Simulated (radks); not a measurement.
The numbers below are computed, except where a source is named.
The lanthanum ion La3+, 54 electrons, occupied as [Xe]. Level of theory: scalar-relativistic Kohn-Sham, LDA (Slater exchange, VWN5 correlation), spin-polarised, spherical densities, finite nucleus; Fermi nuclear charge, rms radius 4.855 fm (a radial shooting solver on a logarithmic mesh with Libxc functionals).

Unscreened Slater integrals over Kohn-Sham orbitals (cm^-1). They are taken over the spin-up orbitals.

F0(5p,5p): 112520
F2(5p,5p): 60936
F0(5p,5s): 119450
G1(5p,5s): 80349
F0(5p,4d): 139890
F2(5p,4d): 41041
G1(5p,4d): 11945
G3(5p,4d): 11603
F0(5p,4p): 141650
F2(5p,4p): 37303
G0(5p,4p): 7421.8
G2(5p,4p): 9602.8
F0(5s,5s): 128320
F0(5s,4d): 156320
G2(5s,4d): 17899
F0(5s,4p): 158660
G1(5s,4p): 12186
F0(4d,4d): 257550
F2(4d,4d): 131010
F4(4d,4d): 87546
F0(4d,4p): 269820
F2(4d,4p): 138220
G1(4d,4p): 175910
G3(4d,4p): 109810
F0(4p,4p): 284250
F2(4p,4p): 149120
